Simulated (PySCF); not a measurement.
H₃Ti, SMILES [TiH3+] (connectivity only; charge and spin as stated), charge +1, multiplicity 1. Atoms are numbered in the order given.

```xyz
4

Ti     0.0909     0.1108     0.0000
H     -0.2427    -1.5390     0.4729
H     -1.5135     0.6399     0.0000
H     -0.2427    -1.5390    -0.4729
```
Charge +1, spin multiplicity 1.

Geometry: PBE-D3(BJ)/def2-TZVPD. The spin state was assumed, not searched.

All values below come from PBE-D3(BJ)/def2-TZVPD in PySCF.

Frequencies are harmonic and unscaled.

```tsv
mode	ν (cm⁻¹)	IR (km/mol)	moving atoms (share of kinetic energy)
1	228	32.6	H 97 %
2	602	0.0	H 100 %
3	839	279.2	H 97 %
4	1660	13.5	H 100 %
5	1767	55.0	H 98 %
6	2150	248.0	H 99 %
```
